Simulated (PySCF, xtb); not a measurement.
**A geometry optimisation of ClGaH4Si with r2SCAN-D4/def2-SVP**

The starting geometry of this gas-phase singlet has its atoms placed at random.

```xyz
7

Cl   -0.2835   -2.1491    0.8154
Ga   -0.9011    0.3321    0.9595
Si    1.8963    0.7676   -0.4840
H    -0.8982   -1.1166   -0.4964
H     2.0114   -0.7152    0.6960
H    -0.3980    0.7167    2.1211
H    -1.9869   -0.5657   -0.5542
```

Guess where an optimisation with r2SCAN-D4/def2-SVP ends from this start.

It falls apart into ClGaH2Si + H2. Distances that change by over a tenth: Cl1–Si3 (3.87 → 2.43 Å), Ga2–H6 (1.32 → 1.57 Å). Contacts that close: Cl1–Ga2 (2.56 → 2.43 Å), Ga2–Si3 (3.18 → 2.36 Å), Si3–H5 (1.90 → 1.54 Å), H4–H7 (1.22 → 0.76 Å).

The energy falls by 6.00 eV over 73 steps:

```json
{"step": "1", "E − E(last) (eV)": "5.996"}
{"step": "9", "E − E(last) (eV)": "1.693"}
{"step": "17", "E − E(last) (eV)": "1.036"}
{"step": "25", "E − E(last) (eV)": "0.321"}
{"step": "33", "E − E(last) (eV)": "0.058"}
{"step": "41", "E − E(last) (eV)": "0.009"}
{"step": "49", "E − E(last) (eV)": "0.004"}
{"step": "57", "E − E(last) (eV)": "0.001"}
{"step": "65", "E − E(last) (eV)": "0.001"}
{"step": "73", "E − E(last) (eV)": "0.000"}
```

Final geometry (Å):

```
atom    x (Å)    y (Å)    z (Å)
  Cl   1.2348  -2.3600   0.1605
  Ga   0.0718  -0.7122   1.5096
  Si   1.0719  -0.0323  -0.5183
   H  -1.6849  -2.1375   0.2391
   H   2.2590   0.3008   0.4069
   H  -0.4266  -1.4276   2.8117
   H  -2.2090  -1.6526   0.5045
```

From the same start GFN2-xTB ends elsewhere, in pieces: ClGaH2Si + H2.

From so rough a start the end depends on the optimiser's path, so another program may land elsewhere. The end wasn't checked by frequencies. Run with PySCF 2.14.0, 11 min on 2 threads of Arm Neoverse V1 (shared host).
